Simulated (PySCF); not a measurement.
## Basis and Hamiltonian dependence of the excitation energy of Ag²⁺

Ag²⁺ [Kr] 4d9 (2D) → Ag²⁺ [Kr] 4d8 5s1 (4F). All values are computed (PySCF 2.14, energy differences of UHF-based or UKS calculations, no spin-orbit coupling). Values in eV.

| basis | Hamiltonian | functions | UHF | r2SCAN | PBE0 | MP2 (valence) | CCSD(T) (valence) | CCSD(T) (valence and next inner shell) |
| --- | --- | --- | --- | --- | --- | --- | --- | --- |
| aug-cc-pVDZ-PP with ECP28MDF | ECP | 54 | 7.407 | 7.339 | 7.667 | 8.125 | 8.010 | n/a |
| def2-TZVPPD with the def2 core potential (28 electrons) | ECP | 56 | 7.527 | 7.584 | 7.913 | 8.430 | 8.302 | 8.013 |
| ANO-RCC-VTZP | spin-free X2C | 68 | 7.629 | 7.909 | 8.133 | 8.342 | 8.229 | 8.053 |
| aug-cc-pwCVDZ-PP with ECP28MDF | ECP | 70 | 7.256 | 7.245 | 7.579 | 8.066 | 7.927 | 7.552 |
| x2c-TZVPPall | spin-free X2C | 79 | 7.387 | 7.707 | 7.954 | 8.281 | 8.150 | 7.928 |
| def2-QZVPPD with the def2 core potential (28 electrons) | ECP | 88 | 7.301 | 7.248 | 7.599 | 8.194 | 8.053 | n/a |
| aug-cc-pVTZ-PP with ECP28MDF | ECP | 88 | 7.236 | 7.182 | 7.527 | 8.085 | 7.949 | n/a |
| x2c-TZVPPall with one added diffuse shell each of s, p, d, f type | spin-free X2C | 95 | 7.379 | 7.684 | 7.934 | 8.258 | 8.123 | 7.901 |
| aug-cc-pVTZ-PP with one added diffuse shell each of s, p, d, f, g type with ECP28MDF | ECP | 113 | 7.235 | 7.180 | 7.525 | 8.082 | n/a | n/a |
| x2c-QZVPPall | spin-free X2C | 118 | 7.308 | 7.561 | 7.798 | 8.158 | n/a | n/a |
| aug-cc-pwCVTZ-PP with ECP28MDF | ECP | 122 | 7.225 | 7.165 | 7.514 | 8.114 | n/a | n/a |
| x2c-QZVPPall with one added diffuse shell each of s, p, d, f, g type | spin-free X2C | 143 | 7.308 | 7.561 | 7.798 | 8.158 | n/a | n/a |

Frozen in the all-electron rows: valence: [Kr]; valence and next inner shell: [Ar] 3d10; with a core potential, the same shells as far as they lie outside it.

At UHF, ANO-RCC-VTZP lies more than 0.3 eV from the median of the rows with comparable relativity. Of these, ANO-RCC-VTZP has no diffuse functions of the l that the added or promoted electron needs.
